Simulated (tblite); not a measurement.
Species: H₇P₃Si.
Cartesian coordinates in Å at the GFN2-xTB level; atoms count from 1:
```xyz
11
H7P3Si angstrom
Si    -1.2090   -1.2499    0.2660
P      0.3427    0.3498    0.6413
P      1.8671   -0.4156   -0.6958
P     -0.4725    1.8196   -0.7261
H     -2.3878   -0.8209    1.0219
H     -0.6434   -2.4884    0.8040
H     -1.5225   -1.3892   -1.1573
H      2.3097   -1.3520    0.2328
H      2.8233    0.5141   -0.2875
H     -1.4729    2.1948    0.1644
H      0.3708    2.8406   -0.2896
```

Calculated harmonic vibrations of the isolated species, GFN2-xTB (tblite), most abundant isotopes, no scaling. Errors from tens to a few hundred cm⁻¹ against measured bands are possible. Modes of hydrogen on phosphorus and silicon can be 10 to 20 % off. One conformer, not necessarily the lowest.

Harmonic wavenumbers (cm⁻¹): 68.6, 109.6, 110.8, 126.9, 135.0, 151.8, 427.2, 475.5, 479.2, 507.6, 541.0, 714.6, 731.1, 740.1, 756.5, 760.5, 777.4, 806.1, 1100.5, 1111.3, 2229.0, 2246.3, 2248.1, 2251.7, 2261.7, 2317.4, 2325.1.

A = 2339, B = 2291, C = 1357 MHz; mass 127.953 u (most abundant isotopes); point group C1, symmetry number 1.

Problem. Zero-point energy?

Solution. ½Σν̃ = 13255 cm⁻¹ = 37.90 kcal/mol.

Problem. Entropy at 400 K, 1 bar (ideal gas, RRHO, classical rotation)?

Solution. Translation 41.94, rotation 29.06, vibration 32.32: S = 103.3 cal/(mol K).

Problem. And Cp and H(400 K) − H(0)?

Solution. Cp = 36.71 cal/(mol K), of which vibrations give 28.76 (their classical limit is 27 R = 53.7); H(400 K) − H(0) = 9.69 kcal/mol without the zero-point energy, 6.51 from vibrations.

Problem. How do the functions run with temperature in this model?

Solution. 
```
 T (K)  S (cal/(mol K))  Cp (cal/(mol K))  H − H(0) (kcal/mol)  G − H(0) (kcal/mol)  ln q(vib)
   150             75.4              21.3                 2.25                -9.06       2.58
   250             88.0              28.6                 4.75               -17.24       4.86
298.15             93.3              31.6                 6.20               -21.61       5.92
   600            119.6              43.4                17.75               -53.99      11.93
   900            138.5              49.8                31.82               -92.82      16.93
```

q(vib) and H(0) count from the zero-point level.

Problem. Blend soft modes into free rotors: weight 1/[1 + (100 cm⁻¹/ν̃)⁴] for the oscillator and the rest for a rotor with moment μB/(μ + B), μ = h/(8π²ν), B = 10⁻⁴⁴ kg m². What vibrational entropy results?

Solution. 30.26 cal/(mol K) in place of 32.32, which changes −T·S at 400 K by +0.82 kcal/mol.

Problem. Which modes carry the vibrational entropy at 400 K?

Solution. 68.6 cm⁻¹: 4.77; 109.6 cm⁻¹: 3.85; 110.8 cm⁻¹: 3.83; 126.9 cm⁻¹: 3.56; 135.0 cm⁻¹: 3.44; 151.8 cm⁻¹: 3.21 cal/(mol K); the other 21 give 9.65 together.

Problem. What must be added to the electronic energy to get the Gibbs energy at 400 K and 1 bar?

Solution. ZPE + [H(400 K) − H(0)] − T·S = 37.90 + 9.69 − 41.33 = 6.26 kcal/mol.

Hindered rotation and anharmonicity are outside this model. Other conformers, if any are populated, would add a mixing term that is left out.
